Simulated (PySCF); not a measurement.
# Rhodium: a sound run and one with changed settings

Sound run: Rh [Kr] 4d8 5s1, Rh⁺ [Kr] 4d8. Computed with PySCF 2.14 in x2c-TZVPall, with the spin-free X2C one-electron Hamiltonian (Gaussian nucleus). The sound run starts from symmetry-adapted Hartree-Fock orbitals and uses a fine grid where one is needed.

Changed run: initial guess 1e, at most 50 SCF cycles, level shift 10.0 hartree.

| species | method | sound run (hartree) | changed run (hartree) | converged |
| --- | --- | --- | --- | --- |
| Rh | UHF | -4781.18732 | -4781.17824 | no |
| Rh | M06-L | -4783.48845 | -4783.43835 | no |
| Rh | TPSS | -4783.41887 | -4783.39557 | no |
| Rh⁺ | UHF | -4780.95532 | -4780.95505 | no |
| Rh⁺ | M06-L | -4783.22552 | -4783.22387 | no |
| Rh⁺ | TPSS | -4783.13922 | -4783.13673 | no |

A level shift slows the SCF but leaves a converged energy unchanged.
